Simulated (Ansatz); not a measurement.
`B[CH2][GeH3]` + `C[SeH]` → `B[Se]C` + `[CH3][GeH3]` at 700 K and 1 bar (ligand exchange at a B–C bond).

Computed with Ansatz on PBE0-D4/def2-TZVP structures; ΔE is electronic, products minus reactants. CCSD(T)/CBS is the MP2 limit (def2-TZVPP, def2-QZVPP) plus CCSD(T) − MP2 in def2-TZVPP, frozen cores. For Ge, Se outer-core shells are correlated without core-valence functions, which leaves a few kJ/mol of doubt a bond. Scalar relativity is left out up to krypton.

```csv
species,CCSD(T)/CBS energy (Eh),H − E (kJ/mol),S (J/(mol·K))
`B[CH2][GeH3]`,-2143.14744,254.6,425.2
`C[SeH]`,-2441.15625,157.6,325.3
`B[Se]C`,-2466.56684,209.3,383.6
`[CH3][GeH3]`,-2117.76728,208.6,348.2
```

H − E and S are ideal-gas, rigid-rotor, harmonic terms from PBE0-D4/def2-TZVP. 1 Eh = 2625.50 kJ/mol, R = 8.31446 J/(mol·K).

Q: By hand: ΔE, ΔH, ΔS and ΔG.

A: ΔE = (-2466.56684) + (-2117.76728) − (-2143.14744) − (-2441.15625) = -0.03043 Eh = -79.9 kJ/mol. Δ(H − E) = 209.3 + 208.6 − 254.6 − 157.6 = 5.7, so ΔH = -74.2 kJ/mol. ΔS = 383.6 + 348.2 − 425.2 − 325.3 = -18.7 J/(mol·K). ΔG = -74.2 − 700 × (-18.7)/1000 = -61.1 kJ/mol.

Q: By hand: the equilibrium constant, and the temperature at which ΔG would vanish if ΔH and ΔS stayed fixed.

A: log₁₀ K = −ΔG/(RT ln 10) = 4.6. ΔG = 0 at ΔH/ΔS = 3968 K, far beyond where these terms or the molecules hold.

ΔH outweighs TΔS. A doubt of 5 kJ/mol in ΔE shifts log₁₀ K by 0.4 here. Modes under 60 cm⁻¹, often nearly free rotors, make the harmonic entropy too high. These are equilibria of isolated gas molecules and say nothing of rates. Largest T1 diagnostic: 0.013 (customary marks: 0.02 for closed shells, 0.045 for open ones).
